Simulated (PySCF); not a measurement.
In(F)(Vi)2, SMILES C=[CH][In]([F])[CH]=C (C4H6FIn), B3LYP/def2-SVP optimised geometry.

```
12

In    -0.59    -0.56     0.00
F     -1.12    -2.48     0.02
C     -2.30     0.73     0.00
C     -2.24     2.07    -0.01
H     -3.29     0.24     0.01
H     -3.15     2.69    -0.01
H     -1.29     2.62    -0.03
C      1.56    -0.56     0.00
C      2.19    -1.74     0.04
H      2.14     0.37    -0.03
H      3.29    -1.81     0.04
H      1.64    -2.69     0.07
```

Density from PySCF with B3LYP/def2-TZVP, def2 effective core potentials past Kr at that geometry. The core electrons that the potentials of In replace are not part of the density.

Minimum of the electron density along straight lines between bonded atoms, close to the bond critical point (lines longer than 1.1 times the sum of covalent radii, or with two minima, are not listed):

```json
[
 {"bond": "In1–F2", "length / Å": "1.990", "ρ at the minimum / e bohr⁻³": "0.102", "∇²ρ there / e bohr⁻⁵": "___", "position (fraction from the first atom)": "0.52"},
 {"bond": "In1–C3", "length / Å": "2.144", "ρ at the minimum / e bohr⁻³": "0.101", "∇²ρ there / e bohr⁻⁵": "___", "position (fraction from the first atom)": "0.52"},
 {"bond": "C3–C4", "length / Å": "1.340", "ρ at the minimum / e bohr⁻³": "0.348", "∇²ρ there / e bohr⁻⁵": "-1.05", "position (fraction from the first atom)": "0.50"},
 {"bond": "C3–H5", "length / Å": "1.097", "ρ at the minimum / e bohr⁻³": "0.277", "∇²ρ there / e bohr⁻⁵": "-0.95", "position (fraction from the first atom)": "0.65"},
 {"bond": "C4–H6", "length / Å": "1.098", "ρ at the minimum / e bohr⁻³": "0.277", "∇²ρ there / e bohr⁻⁵": "-0.97", "position (fraction from the first atom)": "0.65"},
 {"bond": "C4–H7", "length / Å": "1.096", "ρ at the minimum / e bohr⁻³": "0.279", "∇²ρ there / e bohr⁻⁵": "-0.98", "position (fraction from the first atom)": "0.65"},
 {"bond": "In1–C8", "length / Å": "2.143", "ρ at the minimum / e bohr⁻³": "0.101", "∇²ρ there / e bohr⁻⁵": "___", "position (fraction from the first atom)": "0.52"},
 {"bond": "C8–C9", "length / Å": "1.340", "ρ at the minimum / e bohr⁻³": "0.347", "∇²ρ there / e bohr⁻⁵": "-1.05", "position (fraction from the first atom)": "0.50"},
 {"bond": "C8–H10", "length / Å": "1.096", "ρ at the minimum / e bohr⁻³": "0.276", "∇²ρ there / e bohr⁻⁵": "-0.95", "position (fraction from the first atom)": "0.65"},
 {"bond": "C9–H11", "length / Å": "1.098", "ρ at the minimum / e bohr⁻³": "0.277", "∇²ρ there / e bohr⁻⁵": "-0.96", "position (fraction from the first atom)": "0.65"},
 {"bond": "C9–H12", "length / Å": "1.096", "ρ at the minimum / e bohr⁻³": "0.281", "∇²ρ there / e bohr⁻⁵": "-1.00", "position (fraction from the first atom)": "0.65"}
]
```

Task: Complete the blanks.

Result: 
- In1–F2, ∇²ρ there / e bohr⁻⁵: 0.53
- In1–C3, ∇²ρ there / e bohr⁻⁵: 0.16
- In1–C8, ∇²ρ there / e bohr⁻⁵: 0.15
